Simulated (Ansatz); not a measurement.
Reaction (hydrogenolysis of a C–Si bond): `C[SiH](F)CCl` + H₂ → `CCl` + `C[SiH2]F`

Calculated with Ansatz (gas phase, PBE0-D4/def2-TZVP geometries, no zero-point term in ΔE). CCSD(T)/CBS is the MP2 limit (def2-TZVPP, def2-QZVPP) plus CCSD(T) − MP2 in def2-TZVPP, frozen cores. This one scheme is used for every species. Functionals use def2-TZVPP. B3LYP here is the variant with VWN-RPA as its local correlation; programs differ in this. Each species was taken in one conformer, which may not be the lowest.

| level | ΔE (kcal/mol) | difference from CCSD(T)/CBS |
| --- | --- | --- |
| r2SCAN-D4 | -3.7 | 0.6 |
| B3LYP-D4 | -4.8 | -0.5 |
| B2PLYP | -6.4 | -2.1 |
| PBE | -5.5 | -1.2 |
| r2SCAN | -4.2 | 0.1 |
| MP2/def2-TZVPP | -3.7 | 0.6 |
| CCSD/def2-TZVPP | -6.2 | -1.9 |
| MP2/def2-QZVPP | -3.4 | 0.9 |
| MP2/CBS(def2) | -3.1 | 1.2 |
| CCSD/CBS(def2) | -5.6 | -1.3 |
| CCSD(T)/CBS | -4.3 | 0 |

Largest T1 diagnostic among the species: 0.010.

In def2-TZVPP, CCSD(T) changes the Hartree–Fock value by +6.7 kcal/mol (the triples alone add +1.3 kcal/mol) and MP2 by +7.9 kcal/mol. From PBE to PBE0 (25 % exact exchange), in def2-TZVPP and without D4, ΔE moves by −0.8 kcal/mol. The D4 term adds +3.1 kcal/mol with B3LYP and +1.7 kcal/mol with PBE0; it sums over pairs of atoms, weighted by their polarisabilities, and B3LYP, whose exchange is more repulsive, gets the larger term.
